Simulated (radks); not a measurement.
The numbers below are computed, except where a source is named.
Ionisation of N, [He] 2s2 2p3, to N+, [He] 2s2 2p2, under several functionals. Scalar-relativistic Kohn-Sham, spin-polarised, spherical densities, point nucleus; open shells are filled with parallel spins first; a radial shooting solver on a logarithmic mesh with Libxc functionals.

BLYP: E(N) (hartree) -54.62531; Exc (hartree) -6.77553; IE (eV) 14.729; -e(HOMO) (eV) 8.077; <r> HOMO (bohr) 1.433; IE error (eV) +0.194
exchange-only PBE: E(N) (hartree) -54.38986; Exc (hartree) -6.52492; IE (eV) 14.277; -e(HOMO) (eV) 7.740; <r> HOMO (bohr) 1.444; IE error (eV) -0.258
SOGGA: E(N) (hartree) -54.31659; Exc (hartree) -6.44850; IE (eV) 14.761; -e(HOMO) (eV) 8.177; <r> HOMO (bohr) 1.435; IE error (eV) +0.227
revPBE: E(N) (hartree) -54.62338; Exc (hartree) -6.77326; IE (eV) 14.865; -e(HOMO) (eV) 8.257; <r> HOMO (bohr) 1.434; IE error (eV) +0.330
RPBE: E(N) (hartree) -54.64033; Exc (hartree) -6.79046; IE (eV) 14.869; -e(HOMO) (eV) 8.264; <r> HOMO (bohr) 1.436; IE error (eV) +0.335
LDA (Slater exchange, Perdew-Zunger correlation): E(N) (hartree) -54.16020; Exc (hartree) -6.27978; IE (eV) 14.935; -e(HOMO) (eV) 8.344; <r> HOMO (bohr) 1.431; IE error (eV) +0.401
Wu-Cohen GGA: E(N) (hartree) -54.46147; Exc (hartree) -6.60349; IE (eV) 14.911; -e(HOMO) (eV) 8.302; <r> HOMO (bohr) 1.431; IE error (eV) +0.377
exchange-only LDA: E(N) (hartree) -53.74058; Exc (hartree) -5.84083; IE (eV) 14.000; -e(HOMO) (eV) 7.513; <r> HOMO (bohr) 1.446; IE error (eV) -0.534
BP86: E(N) (hartree) -54.62838; Exc (hartree) -6.77745; IE (eV) 14.942; -e(HOMO) (eV) 8.339; <r> HOMO (bohr) 1.431; IE error (eV) +0.408
AM05: E(N) (hartree) -54.24433; Exc (hartree) -6.37164; IE (eV) 14.836; -e(HOMO) (eV) 8.241; <r> HOMO (bohr) 1.429; IE error (eV) +0.302
PBEsol: E(N) (hartree) -54.35876; Exc (hartree) -6.49242; IE (eV) 14.848; -e(HOMO) (eV) 8.255; <r> HOMO (bohr) 1.433; IE error (eV) +0.313

NIST Atomic Spectra Database: 14.534 eV (measured). Closest: BLYP. The Delta-SCF values span 0.94 eV, the total energies 0.90 hartree. The highest occupied level is 2p. Open shells are spherical and high-spin; term and fine-structure splittings are not resolved.
